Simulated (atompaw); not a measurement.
## Before and after: PAW (atompaw) potential for nitrogen

* Element: nitrogen
* Generator: atompaw 4.2.0.5
* Type: PAW
* Functional: LDA (PW92)
* Relativity: scalar-relativistic
* Frozen core: [He]
* Valence charge: 5
* Reference configuration: 2s2 2p3
* Partial waves: 2s (bound): rc 2.00 bohr; 2s channel at -0.7 Ry: rc 0.75 bohr; 2p (bound): rc 2.00 bohr; 2p channel at 3.5 Ry: rc 2.00 bohr
* Local potential: troulliermartins scheme with l = 2 at 0 Ry, radius 1.65 bohr
* Core correction: smooth core density matched at 1.75 bohr
* Augmentation charge: besselshape compensation charge, radius 1.65 bohr; PAW radius 2.00 bohr; waves and projectors: custom rrkj vanderbiltortho

Change: wave 2p channel at 3.5 Ry: rc 2.00 bohr becomes 2p channel at 1.43 Ry: rc 2.00 bohr.

Cutoffs: the cutoffs (Ry, on a coarse ladder) from which the occupation-weighted sum of valence levels, in a spherical-Bessel basis at the reference potential, stays within 10 and 1 mRy of its value at 400 Ry; they do not see the model core or the augmentation charge, which bear on the density cutoff.

Task: What does the change do?

Result: The potential gets softer (18 Ry and 21 Ry → 15 Ry and 21 Ry); both files keep a bound ghost (s); the range in which the p phases agree narrows (upper end at the end of the scan → 2.5).

```tsv
quantity	base	changed
cutoff, loose	18 Ry	15 Ry
cutoff, tight	21 Ry	21 Ry
loose cutoff by channel (10 mRy a level)	s 10 Ry, p 15 Ry	s 10 Ry, p 12 Ry
bound ghosts	s	s
s: phases at 2.01 bohr within 0.05 rad from the reference energy up to (Ry; the scan ends near 5)	2.7	2.7
p: phases at 2.01 bohr within 0.05 rad from the reference energy up to (Ry; the scan ends near 5)	to the end of the scan	2.5
lowest overlap eigenvalue by channel	s 0.11, p 0.82	s 0.11, p 0.26
```

 A true bound ghost makes a file unfit for plane-wave use even where its test errors are small: the radial tests pick states by their node count and pass the ghost by. The cutoffs see the waves, projectors and local potential, not the compensation charge or the core.
